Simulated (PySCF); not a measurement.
C4H10BN, SMILES NB(C(C)=C)C.

Geometry optimised at TPSSh-D3(BJ)/def2-SVP. This is a generated structure with no PubChem entry under its InChIKey; it may be hypothetical. One conformer was computed; it need not be the lowest.

Two levels are set side by side: PBE/def2-TZVP (PySCF) and ωB97X/def2-TZVP (PySCF). Same geometry, gas phase. Differences are taken from unrounded values.

```
quantity                       PBE
---------------------------  -----
orbital gap (eV)              4.71
highest occupied level (eV)  -5.91
lowest empty level (eV)      -1.21
dipole moment (D)             1.22
mean polarisability (bohr³)   74.4
```

These are the PBE values. What does ωB97X give? (The exact figures need the calculation; the answer reports its results.)


| quantity | ωB97X | PBE minus ωB97X |
|---|---|---|
| orbital gap (eV) | 11.32 | -6.62 |
| highest occupied level (eV) | -9.37 | 3.46 |
| lowest empty level (eV) | 1.95 | -3.16 |
| dipole moment (D) | 1.15 | 0.07 |
| mean polarisability (bohr³) | 70.9 | 3.6 |

Without exact exchange PBE keeps part of each electron's self-repulsion, which lifts occupied levels and narrows the gap. Loosely held outer electrons make PBE densities more polarisable. Differences between two approximate levels are no errors against the true value.

Rough cost on one machine, each run with all the roots and properties that it gave: ωB97X against PBE within a factor of 2.
